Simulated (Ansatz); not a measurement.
A geometry relaxed with PBE-D3(BJ)/def2-SVP in Ansatz (a first-principles code), charge 0, multiplicity 1:

```xyz
32

H      1.7964    -0.9191     1.9442
B     -1.4639    -1.6807    -0.9619
N     -0.6503    -2.0558     1.7385
H     -1.8984    -1.8050    -2.0907
N     -0.0826    -1.9791    -0.6757
B     -0.8725     1.7262    -1.7566
N     -2.0214     0.9427    -1.4315
H      0.6478    -2.0623    -2.8981
H      1.9036     1.8041    -2.0867
N      2.2795     1.0771     0.1263
H     -2.5571     0.5415    -2.2027
H      2.7130     1.3314     2.4133
H      0.3773     2.2236     2.7103
H     -1.8013     0.9200     1.9393
N      2.0249    -0.9433    -1.4261
N      0.6460     2.0566     1.7393
B      1.9408     1.5155     1.4856
B      1.4663     1.6803    -0.9589
B     -2.1271     0.3582    -0.0939
H     -0.3840    -2.2225     2.7103
B      0.3604    -1.8195     0.7117
N      0.0843     1.9789    -0.6763
N      1.6469    -1.2362     0.9823
B     -1.9445    -1.5149     1.4814
N     -2.2798    -1.0771     0.1210
N     -1.6493     1.2366     0.9776
H     -0.6406     2.0612    -2.9006
B     -0.3621     1.8199     0.7100
B      0.8768    -1.7269    -1.7537
B      2.1273    -0.3582    -0.0885
H     -2.7190    -1.3305     2.4070
H      2.5626    -0.5424    -2.1961
```

Question: Write the SMILES of this molecule.

Answer: (4,2) boron nitride tube piece `B1NB2NB3NBN2BN1B1NBN2BN3BNB2N1`
